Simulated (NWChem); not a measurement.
Species: Si2NH6, doublet; SMILES [SiH2]N[SiH3]

```xyz
9

Si    -0.1527    -1.6286    -0.0758
N      0.6087    -0.0541     0.0250
Si    -0.1358     1.5291    -0.0148
H     -1.4741    -1.5253     0.6142
H      0.7199    -2.6151     0.6389
H      1.6152    -0.0640    -0.1228
H     -1.5341     1.3749     0.4570
H     -0.1582     2.1438    -1.3730
H      0.6097     2.4567     0.8793
```
Atoms are numbered in this order, from 1.

Program: NWChem. Spin-unrestricted. All runs use the structure optimised with B3LYP/6-31G* (spherical d), spin-unrestricted. No stability test was run on the SCF state. Vertical excitations in the gas phase. Excited states of an open shell can be spin-contaminated.

Problem. What does the run give for PBE0/def2-SVP, TDA? Quantities: lowest excitation (eV); oscillator strength of that lowest state; lowest state with f > 0.02 (eV); oscillator strength of that bright state; lowest empty minus highest occupied level, either spin (eV).

Solution. The lowest excitation (eV) is 4.24, the oscillator strength of that lowest state is 0.008 and the lowest state with f > 0.02 (eV) is 4.63. The oscillator strength of that bright state comes out as 0.109 and the lowest empty minus highest occupied level, either spin (eV) is 3.57.
